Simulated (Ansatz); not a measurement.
This geometry of a periodic cell of 33 atoms, LiAl$_{32}$ (host Al, host structure fcc, interstitial Li) is a first-order saddle point.

Theory: DFT PBE-D3(BJ), scalar-relativistic, plane waves, PAW (Ansatz 0.2.0). Settings: cutoff 420 eV, k mesh 3x3x3, gaussian smearing 0.05 eV, no spin polarisation.

```xyz
33
Lattice="8.1000 0.0000 0.0000 0.0000 8.1000 0.0000 0.0000 0.0000 8.1000" Properties=species:S:1:pos:R:3
Al 4.075 0.164 -0.040
Al 6.113 2.055 -0.080
Al 6.092 0.022 1.953
Al 0.069 0.107 -0.043
Al 2.051 2.054 -0.037
Al 4.075 3.946 -0.041
Al 6.558 6.106 -0.114
Al 1.941 0.294 1.991
Al 4.093 2.054 2.045
Al 6.092 4.088 1.952
Al 4.012 0.017 4.023
Al 6.053 2.054 4.011
Al 6.078 0.064 5.998
Al 0.068 4.002 -0.043
Al 2.021 6.107 -0.106
Al -0.131 2.055 2.001
Al 1.941 3.815 1.991
Al 2.975 6.105 2.449
Al -0.020 0.040 4.025
Al 2.005 2.055 4.083
Al 4.011 4.093 4.024
Al 5.962 6.107 3.897
Al 2.046 0.138 6.128
Al 4.084 2.055 5.999
Al 6.077 4.045 6.000
Al 0.161 6.106 2.113
Al -0.019 4.069 4.025
Al 2.003 6.105 4.653
Al -0.013 2.054 6.025
Al 2.046 3.971 6.127
Al 4.234 6.106 6.240
Al -0.153 6.105 5.913
Li 4.675 6.105 1.075
```

(1) Which two structures does it join? (They come from a converged band through this point; their orientation in space is the band's.)

(2) How far does it lie above each of them?

## Answers

(1) Contacts lost: Al3–Li33, Al10–Li33, Al15–Al18, Al15–Al31, Al22–Li33, Al26–Li33. Contacts made: Al6–Li33, Al7–Al26, Al15–Li33, Al18–Al22, Al31–Li33. The atom that moves furthest is Li33, by 2.69 Å.

First end point:

```xyz
33
Lattice="8.1000 0.0000 0.0000 0.0000 8.1000 0.0000 0.0000 0.0000 8.1000" Properties=species:S:1:pos:R:3
Al 4.089 -0.036 0.040
Al 6.053 2.079 -0.111
Al 6.079 0.452 2.024
Al -0.066 0.004 -0.001
Al 2.014 2.031 -0.048
Al 4.037 4.106 -0.012
Al 6.077 6.064 -0.412
Al 1.979 0.106 2.004
Al 3.940 2.079 2.003
Al 6.065 3.854 2.013
Al 4.053 -0.001 3.980
Al 6.049 2.081 4.113
Al 6.054 0.105 6.032
Al -0.024 4.076 -0.038
Al 1.978 6.097 -0.108
Al 0.063 2.082 1.999
Al 1.974 3.989 1.998
Al 3.626 6.063 2.023
Al -0.035 0.030 4.016
Al 2.013 2.033 4.057
Al 4.014 4.079 4.024
Al 6.067 6.078 4.274
Al 2.014 0.045 6.062
Al 4.003 2.031 6.062
Al 6.048 3.990 6.026
Al 0.216 6.078 2.014
Al -0.008 4.060 4.043
Al 1.976 6.101 4.110
Al 0.007 2.034 6.061
Al 2.012 4.042 6.061
Al 3.943 6.096 6.031
Al 0.059 6.102 6.028
Li 5.938 6.245 1.902
```

Last end point:

```xyz
33
Lattice="8.1000 0.0000 0.0000 0.0000 8.1000 0.0000 0.0000 0.0000 8.1000" Properties=species:S:1:pos:R:3
Al 4.057 0.419 -0.006
Al 6.134 2.074 0.026
Al 6.010 0.005 2.031
Al -0.052 0.108 0.025
Al 1.920 2.072 0.025
Al 4.047 3.835 0.003
Al 6.274 6.083 0.005
Al 2.066 -0.043 1.984
Al 4.025 2.072 2.130
Al 6.043 4.081 2.058
Al 4.025 0.108 4.102
Al 6.081 2.038 4.061
Al 6.047 0.036 6.103
Al -0.055 3.989 0.026
Al 1.584 6.073 -0.009
Al -0.009 2.037 2.072
Al 2.028 4.123 2.022
Al 4.059 6.073 2.465
Al -0.009 0.049 4.059
Al 1.978 2.037 4.059
Al 4.024 3.989 4.104
Al 6.136 6.101 4.105
Al 2.019 0.005 6.140
Al 4.024 2.074 6.016
Al 6.068 4.055 6.082
Al -0.051 6.100 2.132
Al -0.010 4.044 4.060
Al 1.918 6.100 4.101
Al -0.011 2.038 6.069
Al 1.992 4.081 6.107
Al 4.045 6.083 5.875
Al -0.056 6.101 6.014
Li 3.890 6.208 0.159
```

(2) 0.66 eV above the first and 0.66 eV above the second. This is the barrier of this one path; another mechanism may lie lower. Limits of this set-up: coarse k mesh.

Time of the run: 21 min on 4 threads of Intel(R) Xeon(R) Platinum 8375C CPU @ 2.90GHz (Ice Lake), on a shared host, peak memory 3 GiB.
